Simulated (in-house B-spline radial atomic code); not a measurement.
Settings and results of a run for Ne II (Ne+). Level of theory: scalar-relativistic (X2C) revTPSS, spin-polarised, spherical fractional occupations, Fermi nucleus of rms radius 3.0055 fm; calculated with a B-spline radial code for spherical atoms.

Command:
```bash
python run_scf.py task.json out
```
Settings (nuclear radius in fm, mass in u):
```
Z                10
configuration    [He] 2s2 2p5
hamiltonian      x2c
method           revtpss,revtpss
spin_polarised   True
nucleus          fermi
rms_radius       3.0055
atomic_mass      19.99244
speed_of_light   137.035999084
```

Output (hartree, bohr):
```
 radial grid: 70 intervals, B-splines of order 8, outer radius 23.5294 bohr

 iter        energy (Eh)    residual
    1        -128.253169    1.72e-02
    2        -128.254276    7.64e-04
    3        -128.254281    2.58e-04
    4        -128.254281    1.22e-04
    5        -128.254281    6.29e-06
    6        -128.254281    2.22e-06
    7        -128.254281    6.40e-07
    8        -128.254281    4.37e-08

 total energy                      -128.25428
 kinetic                             128.2516
 electron-nucleus                   -303.4620
 Hartree                              58.8661
 exchange-correlation                -11.9100

 orbital      occ     eigenvalue          <r>       <r^2>       <1/r>     <1/r^2>     <1/r^3>       r_max
 1s up      1.000       -31.5773     0.157539   0.0334861      9.6577     191.192           -      0.1025
 1s down    1.000       -31.5440     0.157383   0.0334097     9.66379     191.366           -      0.1025
 2s up      1.000        -2.1203     0.857517    0.886294     1.70157     12.2612           -      0.6675
 2s down    1.000        -2.0389     0.865542    0.904408     1.68457     12.0051           -      0.6707
 2p up      3.000        -1.2268      0.87558    0.988555     1.54644     3.47731     12.8782      0.6004
 2p down    2.000        -1.1451     0.894103      1.0358     1.52278     3.39113     12.5026      0.6065
```

Run time, properties included: 0.28 s on 1 thread of Intel(R) Xeon(R) Platinum 8375C CPU @ 2.90GHz, on a shared host.
